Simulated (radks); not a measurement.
Spherical quantum dot in the effective-mass picture: electrons in a parabolic well V = omega^2 r^2 / 2 with omega = 1.27, all in effective atomic units (hartree* = m*/eps^2 hartree, bohr* = eps/m* bohr), one dielectric constant everywhere. Calculated with a radial shooting solver with Libxc functionals: non-relativistic Kohn-Sham, PBEsol, spin-polarised, spherical densities. Levels are named by radial order and angular momentum (1s, 1p, 1d, 2s, ...), and open shells are averaged over m. At N = 15 the configuration is 1s2 1p6 1d(up 5, down 2). Does electron 16 go into 2s down or 2s up or 1d down?

Answer. Into 1d down. The total energies of the other choices lie higher by 0.0809 hartree* (2s up), 0.119 hartree* (2s down).
